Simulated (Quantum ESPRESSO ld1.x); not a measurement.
Results of a calculation; reference values are marked as such.
Question: S4+, 12 electrons, occupied as [Ne] 3s2. Code: ld1.x of Quantum ESPRESSO 7.5. Model: scalar-relativistic Kohn-Sham, LDA (Slater exchange, VWN5 correlation), spin-polarised, spherical densities, point nucleus. Some entries of the table are withheld. Estimate them.

| orbital | occ. | eigenvalue (hartree) | <1/r> (bohr^-1) | r(max) (bohr) |
|---|---|---|---|---|
| 1s | 2 | (1) | 15.62 | 0.06347 |
| 2s | 2 | -9.92907 | (2) | 0.3886 |
| 2p | 6 | -7.94491 | 2.972 | 0.3242 |
| 3s | 2 | -2.42775 | 0.9513 | (3) |

Answer: 
(1) 1s eigenvalue (hartree): -90.3781
(2) 2s <1/r> (bohr^-1): 3.067
(3) 3s r(max) (bohr): 1.305
